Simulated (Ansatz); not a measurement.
`B[NH][AlH2]` + `[SiH3]N[SiH2]Cl` → `BN([SiH3])[SiH2]Cl` + `[NH2][AlH2]` at 400 K and 1 bar (ligand exchange at a B–N bond).

Gas-phase electronic energies from Ansatz, PBE0-D4/def2-TZVP geometries. CCSD(T)/CBS is the MP2 limit (def2-TZVPP, def2-QZVPP) plus CCSD(T) − MP2 in def2-TZVPP, frozen cores. This one scheme is used for every species. Each species was taken in one conformer, which may not be the lowest.

```
             species  CCSD(T)/CBS energy (Eh)  H − E (kJ/mol)  S (J/(mol·K))
       `B[NH][AlH2]`               -324.56557           160.0          314.9
   `[SiH3]N[SiH2]Cl`              -1096.34659           192.1          387.8
`BN([SiH3])[SiH2]Cl`              -1121.76437           229.3          419.1
       `[NH2][AlH2]`               -299.14566           122.0          272.0
```

H − E and S are ideal-gas, rigid-rotor, harmonic terms from PBE0-D4/def2-TZVP, for one conformer and one mirror image of each species. 1 Eh = 2625.50 kJ/mol, R = 8.31446 J/(mol·K).

By hand: ΔE, ΔH, ΔS and ΔG.

ΔE = (-1121.76437) + (-299.14566) − (-324.56557) − (-1096.34659) = 0.00213 Eh = 5.6 kJ/mol. Δ(H − E) = 229.3 + 122.0 − 160.0 − 192.1 = -0.8, so ΔH = 4.8 kJ/mol. ΔS = 419.1 + 272.0 − 314.9 − 387.8 = -11.6 J/(mol·K). ΔG = 4.8 − 400 × (-11.6)/1000 = 9.4 kJ/mol.

By hand: the equilibrium constant, and the temperature at which ΔG would vanish if ΔH and ΔS stayed fixed.

log₁₀ K = −ΔG/(RT ln 10) = -1.2. ΔH and −TΔS have one sign here, so there is no such temperature.

TΔS isn't small against ΔH here. A doubt of 5 kJ/mol in ΔE shifts log₁₀ K by 0.7 here. Other conformers and mirror images would add mixing entropy, several J/(mol·K) or more a flexible species. Modes under 60 cm⁻¹, often nearly free rotors, make the harmonic entropy too high. These are equilibria of isolated gas molecules and say nothing of rates. Largest T1 diagnostic: 0.012 (customary marks: 0.02 for closed shells, 0.045 for open ones).

ΔS is within the doubt of such terms, so its sign, and with it that verdict, could turn.
